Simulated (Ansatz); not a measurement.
`Cl[BH][SbH2]` + HCl → `ClBCl` + `[SbH3]` at 298.15 K and 1 bar (cleavage of the B–Sb bond).

Program: Ansatz. Geometries: PBE0-D4/def2-TZVP. ΔE: electronic, gas phase. CCSD(T)/CBS is the MP2 limit (def2-TZVPP, def2-QZVPP) plus CCSD(T) − MP2 in def2-TZVPP, frozen cores. This one scheme is used for every species. def2 core potentials past Kr. For Sb outer-core shells are correlated without core-valence functions, which leaves a few kJ/mol of doubt a bond.

```json
{"species": "`Cl[BH][SbH2]`", "CCSD(T)/CBS energy (Eh)": "-726.39723", "H − E (kJ/mol)": "86.7", "S (J/(mol·K))": "317.4"}
{"species": "HCl", "CCSD(T)/CBS energy (Eh)": "-460.38127", "H − E (kJ/mol)": "26.6", "S (J/(mol·K))": "186.8"}
{"species": "`ClBCl`", "CCSD(T)/CBS energy (Eh)": "-945.02167", "H − E (kJ/mol)": "50.8", "S (J/(mol·K))": "268.0"}
{"species": "`[SbH3]`", "CCSD(T)/CBS energy (Eh)": "-241.78682", "H − E (kJ/mol)": "60.8", "S (J/(mol·K))": "232.7"}
```

H − E and S are ideal-gas, rigid-rotor, harmonic terms from PBE0-D4/def2-TZVP, for one conformer and one mirror image of each species. 1 Eh = 2625.50 kJ/mol, R = 8.31446 J/(mol·K).

Question: By hand: ΔE, ΔH, ΔS and ΔG.

Answer: ΔE = (-945.02167) + (-241.78682) − (-726.39723) − (-460.38127) = -0.02999 Eh = -78.7 kJ/mol. Δ(H − E) = 50.8 + 60.8 − 86.7 − 26.6 = -1.7, so ΔH = -80.4 kJ/mol. ΔS = 268.0 + 232.7 − 317.4 − 186.8 = -3.5 J/(mol·K). ΔG = -80.4 − 298.15 × (-3.5)/1000 = -79.4 kJ/mol.

Question: By hand: the equilibrium constant, and the temperature at which ΔG would vanish if ΔH and ΔS stayed fixed.

Answer: log₁₀ K = −ΔG/(RT ln 10) = 13.9. ΔG = 0 at ΔH/ΔS = 22971 K, far beyond where these terms or the molecules hold.

The number of gas molecules stays the same, so ΔS is small and ΔH decides. A doubt of 5 kJ/mol in ΔE shifts log₁₀ K by 0.9 here. Other conformers and mirror images would add mixing entropy, several J/(mol·K) or more a flexible species. These are equilibria of isolated gas molecules and say nothing of rates. Largest T1 diagnostic: 0.015 (customary marks: 0.02 for closed shells, 0.045 for open ones).
